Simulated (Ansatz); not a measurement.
System: prop-2-enylsilane, C3H8Si, charge 0, multiplicity 1. 
Geometry from a B3LYP-D3(BJ)/def2-TZVP (Ansatz, a first-principles code) optimisation:
```
C
H 1 1.0931
H 1 1.0945 2 107.33
C 1 1.4949 2 110.89 3 -121.08
C 4 1.3283 1 125.48 2 -15.51
H 5 1.0820 4 121.50 1 -178.08
H 5 1.0843 6 116.91 4 179.94
H 4 1.0870 5 118.74 6 -0.32
Si 1 1.8918 2 108.30 3 116.01
H 9 1.4812 1 109.91 2 57.64
H 9 1.4830 10 108.83 1 -120.46
H 9 1.4840 10 109.10 11 -118.46
```
Charge 0, spin multiplicity 1.

Wanted: atomisation energy (electronic, to ground-state atoms), in kJ/mol. Cores are frozen in the correlated levels unless marked. UHF or UKS for open shells. Spin-orbit coupling is left out. Non-relativistic. The coupled-cluster limit lacks core correlation, which all-electron functionals hold. CBS(X,Y): correlation extrapolated as X^-3; Hartree-Fock from the larger set.

| level | program | atomisation energy (kJ/mol) | minus last row |
|---|---|---|---|
| HF/aug-cc-pV(T+d)Z | Ansatz | 3407.0 | -1063.2 |
| PBE-D4/def2-TZVPD | Ansatz + dftd4 | 4519.7 | 49.5 |
| BLYP-D4/def2-TZVPD | Ansatz + dftd4 | 4448.4 | -21.8 |
| B3LYP/def2-TZVPD | Ansatz | 4443.1 | -27.1 |
| PBE0-D3(BJ)/def2-TZVP | Ansatz + dftd3 | 4478.8 | 8.6 |
| CCSD/aug-cc-pV(Q+d)Z | Ansatz | 4384.6 | -85.6 |
| CCSD(T)/CBS(aug-cc-pV(T+d)Z,aug-cc-pV(Q+d)Z) | Ansatz | 4470.2 | 0.0 |
